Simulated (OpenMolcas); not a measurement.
Cr3+ with 4 ligands (fluoride) in tetrahedral coordination (Td) at 1.79 Å. A charge of +0.25 e stands 3.2 Å behind each ligand. Ligand basis ANO-RCC-VDZP.
```
Cr    0.0000    0.0000    0.0000
F     1.0335    1.0335    1.0335
F     1.0335   -1.0335   -1.0335
F    -1.0335    1.0335   -1.0335
F    -1.0335   -1.0335    1.0335
```

* Program: OpenMolcas
* Method: CASSCF
* Basis: ANO-RCC-VDZP [5s4p2d1f]
* Scalar Hamiltonian: DKH2, point nucleus
* Active space: 3 electrons in 5 orbitals (3d)
* State averaging: 2S+1 = 4 even, 10 roots; 2S+1 = 2 even, 40 roots
* Spin-orbit coupling: state interaction with AMFI integrals over the reference wave functions

**Question.** What is the spin-free ground state (labels of Td)?

**Answer.** 4T1, 3-fold in its orbital part; it has the highest spin that d3 allows.

**Question.** Where is the first state of the same spin?

**Answer.** 4T2 at 7050 cm-1 above the ground state.

**Question.** What are the lowest two levels with spin-orbit coupling?

**Answer.** A 4-fold level Γ8, then a 2-fold level Γ7 23.4 cm-1 above it. Their leading multiplicities are 4 (100 %) and 4 (100 %).

**Question.** What is χT at 300 K, and how does it compare with the textbook value?

**Answer.** The lowest level has 2S+1 = 4, for which the spin-only value is χT = S(S+1) / 2 = 1.875 cm3 K/mol (g = 2). The computed 1.448 at 300 K differs by -0.427, through orbital momentum, spin-orbit coupling and any other state in reach. With a threefold ground state the orbital momentum is unquenched, so the spin-only value is not expected to hold.

**Question.** Which ligand-field parameters describe the states?

**Answer.** A least-squares ligand-field fit to the states below 45000 cm-1, each weighted by its degeneracy and with a free common offset, gives 10Dq = -7948 cm-1 (negative for this site), B = 990 cm-1 and C = 3891 cm-1 (C/B = 3.93), with an rms deviation of 299 cm-1. The same method and metal basis give the free ion B = 1151 cm-1 (fit to its terms below 60000 cm-1, rms deviation 60 cm-1), so the nephelauxetic ratio is β = 990 / 1151 = 0.86; it hangs on how both fits weigh the states, and computed free-ion B values tend to be too large, so β mixes covalency with correlation.

An orbital triplet at a regular site is open to Jahn-Teller coupling, which can distort the site and quench the lowest spin-orbit gaps and is left out. Without dynamic correlation the repulsion within the d shell is too large (B by tens of per cent), so at a given field states of lower spin stand too high. Ligand-to-metal charge-transfer states are missing. With no ligand orbital active B as a rule stays too high, so bands that hang on it stand too high and its fall with covalency is understated. With metal d orbitals alone and no dynamic correlation the field as a rule comes out too small, by tens of per cent, by up to half for chloride and softer ligands. No measured value stands beside these numbers; the geometry was imposed, not optimised, and the real ion may take another.
